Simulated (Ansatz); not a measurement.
Two isomers of CH8ClNSi2: A = `NC([SiH3])[SiH2]Cl`, B = `CN([SiH3])[SiH2]Cl`.

Computed with Ansatz on PBE0-D4/def2-TZVP structures; ΔE is electronic, products minus reactants. CBS: MP2 limit from def2 TZ/QZ plus the TZ coupled-cluster correction, frozen cores. Functionals use def2-TZVPP. B3LYP here is the variant with VWN-RPA as its local correlation; programs differ in this. Each species was taken in one conformer, which may not be the lowest.

**Question.** Which isomer does CCSD(T)/CBS put lower? Give the gap. (Estimate.)

**Answer.** Ansatz gave: B, by 31.4 kcal/mol.

**Question.** Give E(B) − E(A) in kcal/mol with CCSD(T)/def2-TZVPP, MP2/def2-TZVPP, PBE0-D4, B3LYP-D4, r2SCAN-D4, PBE-D4, B3LYP. (Best estimate.)

**Answer.** The calculation gave: CCSD(T)/def2-TZVPP -31.5, MP2/def2-TZVPP -32.5, PBE0-D4 -28.7, B3LYP-D4 -31.3, r2SCAN-D4 -30.1, PBE-D4 -27.0, B3LYP -31.5. None reverses the order clearly.

Largest T1 diagnostic: 0.011.

In def2-TZVPP, CCSD(T) changes the Hartree–Fock value by +4.6 kcal/mol (the triples alone add +0.6 kcal/mol) and MP2 by +3.5 kcal/mol. From PBE to PBE0 (25 % exact exchange), in def2-TZVPP and without D4, E(B) − E(A) moves by −1.7 kcal/mol.
